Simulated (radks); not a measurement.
Values are calculated unless marked as measured or tabulated.
Species: Se. Configuration: [Ar] 3d10 4s2 4p4 (the NIST ground configuration). Code: a radial shooting solver on a logarithmic mesh with Libxc functionals. Model: non-relativistic Kohn-Sham, PBEsol, spin-polarised, spherical densities, point nucleus; open shells are filled with parallel spins first; hard spherical wall at 7 bohr.

Unscreened Slater integrals over Kohn-Sham orbitals (hartree). They are taken over the spin-up orbitals. Empty in this configuration: 5s.

| integral | value |
|---|---|
| F0(4p,4p) | 0.40071 |
| F2(4p,4p) | 0.20659 |
| F0(4p,4s) | 0.43969 |
| G1(4p,4s) | 0.28646 |
| F0(4p,3d) | 0.52812 |
| F2(4p,3d) | 0.098626 |
| G1(4p,3d) | 0.032867 |
| G3(4p,3d) | 0.029565 |
| F0(4p,5s) | 0.25779 |
| G1(4p,5s) | 0.035175 |
| F0(4s,4s) | 0.49373 |
| F0(4s,3d) | 0.63456 |
| G2(4s,3d) | 0.051969 |
| F0(4s,5s) | 0.26677 |
| G0(4s,5s) | 0.019285 |
| F0(3d,3d) | 1.4633 |
| F2(3d,3d) | 0.69439 |
| F4(3d,3d) | 0.43555 |
| F0(3d,5s) | 0.29297 |
| G2(3d,5s) | 0.0096397 |
| F0(5s,5s) | 0.21758 |

Derived for the open shells (J is the average intra-shell exchange parameter used in DFT+U). 4p: J = F2/5 = 0.04132 hartree; in LS coupling 1D lies 6 F2/25 = 0.04958 hartree above 3P.
